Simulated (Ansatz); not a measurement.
Isolated molecules relaxed with PBE0-D4/def2-TZVP in Ansatz; ΔE leaves out vibrations. CCSD(T)/CBS is the MP2 limit (def2-TZVPP, def2-QZVPP) plus CCSD(T) − MP2 in def2-TZVPP, frozen cores. For As outer-core shells are correlated without core-valence functions, which leaves a few kJ/mol of doubt a bond. Scalar relativity is left out up to krypton. Each species was taken in one conformer, which may not be the lowest.

Reaction (redistribution): `CN[AsH]O` + `CBN` → `O[AsH2]` + `CNB(C)N`

```
   species  CCSD(T)/def2-TZVPP energy (Eh)
`CN[AsH]O`                     -2405.91318
     `CBN`                      -121.14809
 `O[AsH2]`                     -2311.38843
 `CNB(C)N`                      -215.70135
```

Q: Work out ΔE.

A: ΔE = (-2311.38843) + (-215.70135) − (-2405.91318) − (-121.14809) = -0.02851 Eh = -17.9 kcal/mol. CCSD(T)/CBS gives -18.0 kcal/mol.

Largest T1 diagnostic among the species: 0.012.

From PBE to PBE0 (25 % exact exchange), in def2-TZVPP and without D4, ΔE moves by −1.4 kcal/mol. In def2-TZVPP, CCSD(T) changes the Hartree–Fock value by +1.8 kcal/mol (the triples alone add +0.6 kcal/mol) and MP2 by +2.5 kcal/mol.
